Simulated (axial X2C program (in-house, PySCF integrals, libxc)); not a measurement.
What spin–orbit coupling does to SiBi⁺

Calculated with an in-house relativistic program for diatomic molecules. Spin-free means the one-electron spin-free X2C Hamiltonian; two-component (2c) means X2C with spin–orbit coupling and atomic mean-field two-electron Coulomb and Gaunt terms, so the difference of the two also holds small scalar two-electron terms. Basis: Bi dyall-cv3z [12s14p10d6f1g], Si dyall-v3z [8s7p2d1f] (cores contracted in-house); Gaussian nuclei, density fitting, unrestricted open shells. Masses: Bi 208.980 u, Si 27.977 u.

Spin-free state: M_S = 1, Λ = 0 (beyond evenly filled blocks: π+α, π-α); fragments Bi + Si+.

| level | Re (Å) | ωe (cm⁻¹) | De (eV) | μ (D) |
| --- | --- | --- | --- | --- |
| BP86 | 2.643 | 303.7 | 3.361 | 3.65 |

Dipoles are positive if Si is the positive end and refer to the centre of mass.

Two-component determinant lowest at the distance of the search:

Ω = 1 (⟨Sz⟩ = 0.61, ⟨Lz⟩ = 0.39 at BP86); fragments Bi+ + Si.

| level | Re (Å) | ωe (cm⁻¹) | De (eV) | μ (D) |
| --- | --- | --- | --- | --- |
| BP86 | 2.606 | 277.8 | 2.279 | 3.57 |

**Question.** From the two tables, how do the constants change at the BP86 level (2c against spin-free)?

**Answer.** At the BP86 level Re drops by 0.037 Å and ωe drops by 25.9 cm⁻¹; De is not compared, since the atomic limits differ or miss part of their spin–orbit lowering.

One determinant describes the state; a PBE0 search over occupations chose it and may have missed a lower one. De is counted from the lowest determinant-based energies of the atoms at the same level, without counterpoise correction. Density functionals use the spin component along the axis (collinear). In 2c an atomic determinant is not the ground J level, so De misses part of the atomic spin–orbit lowering. This holds for BP86. PBE0 can misorder states that lie within some tenths of an eV, so this need not be the ground state of the molecule. The nearest other spin-free determinant of the search, M_S = 0, Λ = 2, lies 0.60 eV up at the distance of the search. The functionals have no current-density term, which raises determinants with orbital currents, atoms included. With several unpaired electrons one determinant need not be a pure state. Open-shell Ω = 0 determinants with evenly filled partner blocks cannot be reached by this program, so the Ω shown need not be the lowest component. At some level and bond length an empty orbital lies below a filled one. This is the Ω = 1 component of a π² triplet; the 0⁺ component is not one determinant and can lie lowest.
